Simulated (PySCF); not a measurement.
C3H6FIn, SMILES C=[CH][In]([CH3])[F].

Geometry: B3LYP-D3(BJ)/def2-SVP. The structure was generated by enumeration; whether it is a known compound was not checked. The def2 effective core potentials stand for the cores of In; spin–orbit coupling is left out. The values are those of a single conformer.

Method: IEF-PCM-B3LYP/def2-SVP (PySCF).

The values are the electrostatic part of the solvation free energy, E(continuum) − E(gas) at the gas-phase geometry, in a cavity of scaled van der Waals radii (PySCF's table); cavitation and dispersion terms are not included. A continuum can't describe solvent molecules that bind to the metal. In vacuum the orbital gap is 5.81 eV. The dipole moment in vacuum is 3.51 D.

Computed values in water (ε = 78.36), ethanol (ε = 24.85), chlorobenzene (ε = 5.70):
| solvent | ε | ΔG(elec) (kcal/mol) | dipole (D) | gap (eV) |
|---|---|---|---|---|
| water | 78.36 | -8.3 | 4.28 | 5.94 |
| ethanol | 24.85 | -7.9 | 4.24 | 5.93 |
| chlorobenzene | 5.70 | -6.4 | 4.09 | 5.91 |
